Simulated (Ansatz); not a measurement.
Total energies of C₂H₈AlClO, SMILES `[CH3][Al-]([CH3])([OH2+])[Cl]`.

```xyz
13

C    -0.097   -0.225    1.941
Al    0.072   -0.421    0.010
C     1.312    0.637   -1.075
O    -1.692    0.214   -0.735
Cl   -0.301   -2.430   -0.728
H    -0.167    0.826    2.240
H    -0.980   -0.741    2.329
H     0.772   -0.647    2.456
H     1.187    0.472   -2.150
H     1.220    1.712   -0.885
H     2.348    0.371   -0.841
H    -1.586    0.828   -1.470
H    -2.089   -0.596   -1.091
```

Charge 0, multiplicity 1. All single points use the PBE0-D4/def2-TZVP geometry. It is one conformer, not always the lowest. Basis def2-TZVPP, Ansatz 0.2.0.

RPA on PBE orbitals: Hartree–Fock energy of these orbitals -856.83016 Eh, correlation -1.47852 Eh (frozen core).

```
             functional  energy without D4 (Eh)  D4 term (kJ/mol)
            LDA (SPW92)              -855.22357                 –
                    PBE              -858.56016             -25.3
                 revPBE              -858.89557             -70.2
                 r2SCAN              -858.94734              -6.6
                 B97M-V              -858.89445                 –
                   PBE0              -858.64176             -21.7
                  B3LYP              -859.13733             -40.4
                r2SCANh              -858.93750              -7.1
HSE06 (plane-wave form)              -858.61907             -20.4
                  BHLYP              -859.00230             -32.0
                LC-ωPBE              -858.79779                 –
                ωB97X-V              -858.93467                 –
                ωB97M-V              -858.97444                 –
               PBE-QIDH              -858.45604                 –
```

Problem. Give the same for BLYP, r2SCAN0, CAM-B3LYP, B2PLYP. (Best estimate.)

Solution. The calculation gave: 
```tsv
functional	energy without D4 (Eh)	D4 term (kJ/mol)
BLYP	-859.01771	-53.7
r2SCAN0	-858.92367	-7.8
CAM-B3LYP	-859.03837	-22.3
B2PLYP	-858.71577	–
```

B3LYP takes the VWN-RPA correlation (the form of Gaussian; ORCA's B3LYP/G). HSE06 is the plane-wave form, built on full-range PBE exchange. The double hybrids freeze the cores in their second-order part.

LC-ωPBE has ω = 0.4 bohr⁻¹.
